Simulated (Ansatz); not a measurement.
`CC#C[SiH2]Cl` and `CC#C[SiH2]C` differ in one atom or group.

Ansatz, PBE0-D4/def2-TZVP geometries, multiplicity 1. 

```
                                        property  `CC#C[SiH2]Cl`
  size of the dipole moment (PBE/def2-TZVPP) / D            2.76
size of the dipole moment (B3LYP/def2-TZVPP) / D            2.74
           HOMO energy (ωB97M-V/def2-TZVPP) / eV          -10.19
           LUMO energy (ωB97M-V/def2-TZVPP) / eV            1.44
             HOMO–LUMO gap (PBE/def2-TZVPP) / eV            5.37
              LUMO energy (PBE0/def2-TZVPP) / eV           -0.50
```

Question: Give the same properties after the change, and the shifts. (Best estimate.)

Answer: Computed: 
```
                                        property  `CC#C[SiH2]C`  shift
  size of the dipole moment (PBE/def2-TZVPP) / D           1.48  -1.28
size of the dipole moment (B3LYP/def2-TZVPP) / D           1.43  -1.31
           HOMO energy (ωB97M-V/def2-TZVPP) / eV          -9.79   0.40
           LUMO energy (ωB97M-V/def2-TZVPP) / eV           2.04   0.60
             HOMO–LUMO gap (PBE/def2-TZVPP) / eV           5.74   0.37
              LUMO energy (PBE0/def2-TZVPP) / eV           0.26   0.76
```

With PBE0 the HOMO rises by 0.41 eV and the LUMO rises by 0.76 eV, so the gap widens by about 0.35 eV. PBE moves the HOMO by 0.39 eV and ωB97M-V by 0.40 eV. Dipoles are sizes alone; their direction can turn.

B3LYP here is the variant with VWN-RPA as its local correlation; programs differ in this.
